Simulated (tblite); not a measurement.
Run record: tight-binding relaxation, `[GeH2]1[C](=C)[SiH2]O[CH2]1`.

Computed with GFN2-xTB geometry optimisation, gas phase (tblite 0.8.0). Start geometry: from a force field or distance geometry. The input is one job of a driver script: a line of settings, then coordinates in Å.

Command:
```bash
OMP_NUM_THREADS=1 python probes_run.py task.json out
```

Input:
```
{"job": {"kind": "relax", "xc": "GFN2-xTB", "basis": "xTB"}, "charge": 0, "multiplicity": 1}
C      2.199700     0.026600    -0.462900
C      0.896200    -0.048600    -0.151200
Si    -0.088300    -1.566400    -0.043100
O     -1.593200    -1.032200     0.659600
C     -1.849200     0.297300     0.293100
Ge    -0.225500     1.388900     0.288300
H      2.689000     0.996600    -0.492700
H      2.764400    -0.860200    -0.695100
H      0.559200    -2.549400     0.831800
H     -0.332800    -2.113500    -1.385900
H     -2.298800     0.314700    -0.733000
H     -2.580700     0.742700     0.994100
H      0.107900     1.946000     1.708800
H     -0.248500     2.457000    -0.833800
```

Output:
```
step      E/eV     max force
  0    -494.89551    2.929
  1    -495.11914    2.092
  2    -495.20461    0.706
  3    -495.23301    0.537
  4    -495.28325    0.572
  5    -495.31101    0.654
  6    -495.34315    0.459
  7    -495.36105    0.387
  8    -495.37451    0.410
  9    -495.38631    0.330
... (49 lines left out)
 59    -495.42958    0.011
 60    -495.42961    0.017
 61    -495.42966    0.022
 62    -495.42972    0.018
 63    -495.42976    0.012
 64    -495.42978    0.011
 65    -495.42980    0.012
 66    -495.42982    0.014
 67    -495.42984    0.010
 68    -495.42985    0.007
```

«max force» is the largest atomic force in eV/Å.

Question: From which step on does the largest force stay under 0.1 eV/Å, and how much energy is left to gain from there?

Answer: From step 21 (0.084 eV/Å), 13.7 meV above the end.

Main results: energy lowered by 12.3 kcal/mol over 68 steps; largest atomic force 0.007 eV/Å at the end.

Question: Where do the atoms end?

Answer: 0.225 Å rms from the input after alignment:
```
atom  x, y, z in Å
C1     2.2728    0.0182   -0.4616
C2     0.9824   -0.0646   -0.1696
Si3   -0.0920   -1.6251   -0.0992
O4    -1.5623   -1.0487    0.2693
C5    -1.8910    0.3157    0.3141
Ge6   -0.2263    1.4229    0.2487
H7     2.8048    0.9590   -0.4902
H8     2.8611   -0.8600   -0.6876
H9     0.2809   -2.5084    1.0018
H10   -0.1514   -2.2644   -1.4148
H11   -2.5499    0.5407   -0.5338
H12   -2.4769    0.4896    1.2227
H13    0.0521    2.1067    1.5651
H14   -0.3049    2.5180   -0.7872
```

Question: Estimate the wall time. Hardware: Intel Xeon at 2.50 GHz, one thread, no GPU, shared host with 64 logical CPUs at a one-minute load of 63.

Answer: About 1.4 s.
Labels such as C1 count atoms from 1, the log's own numbers from 0.
